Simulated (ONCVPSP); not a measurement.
**I (Z = 53), ONCV: configuration errors across variants**

```json
{
  "Element": "I",
  "Generator": "ONCVPSP 4.0.1",
  "Type": "optimised norm-conserving Vanderbilt (ONCV)",
  "Functional": "LDA (Perdew-Zunger)",
  "Relativity": "scalar-relativistic",
  "Frozen core": "[Ar] 3d10",
  "Valence charge": "25",
  "Reference configuration": "4s2 4p6 4d10 5s1.75 5p5.25",
  "Partial waves": "4s+5s: rc 1.30 bohr, ncon 5, nbas 8, qcut 10.3 1/bohr, 2 projectors; 4p+5p: rc 1.15 bohr, ncon 3, nbas 7, qcut 9.4 1/bohr, 2 projectors; 4d: rc 1.15 bohr, ncon 4, nbas 9, qcut 15.7 1/bohr, local",
  "Local potential": "the d channel",
  "Core correction": "Teter function, fcfact 3.5, rcfact 1.3"
}
```

All-electron excitation energies from the reference (eV): (1) 4s2 4p6 4d10 5s2 5p5 -2.609; (2) 4s2 4p6 4d10 5s2 5p4 8.696; (3) 4s2 4p6 4d10 5s2 5p3 28.760; (4) 4s2 4p6 4d10 5s2 5p4.5 2.006.

2 further variants failed, have other tests or too few solved ones, and are left out.

Errors AE − PS in meV (a dash: test not solved or not reliable):

```csv
change,(1),(2),(3),(4),bound ghosts,GHOST(+) flags above zero
base,+0.2,-2.0,-6.3,-0.6,none,none
s: rc 1.22,+0.2,-2.0,-6.5,-0.7,none,s
s: rc 1.32,+0.2,-1.9,-6.3,-0.6,none,none
s: rc 1.46,+0.3,-1.9,-6.1,-0.5,none,none
s: rc 1.6,+0.2,-1.8,-6.0,-0.6,none,none
s: rc 1.72,+0.2,-1.9,-6.0,-0.6,none,none
```

Q: Give the same row for: s: rc 1.84.

A: +0.2, -1.9, -5.9, -0.7; bound ghosts: none; GHOST(+) flags above zero: none.
